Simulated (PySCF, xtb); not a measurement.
C5H7F, SMILES FC1[C@@H](C)CC=1.

Harmonic wavenumbers (cm⁻¹) from GFN2-xTB (xtb) at its own minimum, in rising order: 187, 198, 212, 348, 418, 568, 651, 775, 844, 916, 925, 991, 1033, 1056, 1099, 1150, 1170, 1195, 1209, 1260, 1329, 1406, 1459, 1492, 1496, 1730, 2955, 2998, 3011, 3034, 3036, 3040, 3152.

Q: What does PBE-D3(BJ)/def2-SVP run with PySCF 2.14.0 give at its own minimum? (The exact figures need the calculation; the answer reports its results.)

A: 185, 202, 241, 344, 437, 597, 642, 778, 799, 851, 895, 930, 1025, 1029, 1070, 1125, 1145, 1158, 1200, 1260, 1338, 1343, 1409, 1416, 1422, 1692, 2968, 2972, 2974, 3030, 3059, 3061, 3166. Paired by order, the mean absolute difference is 28 cm⁻¹ and the zero-point energies are 66.2 and 65.4 kcal/mol.
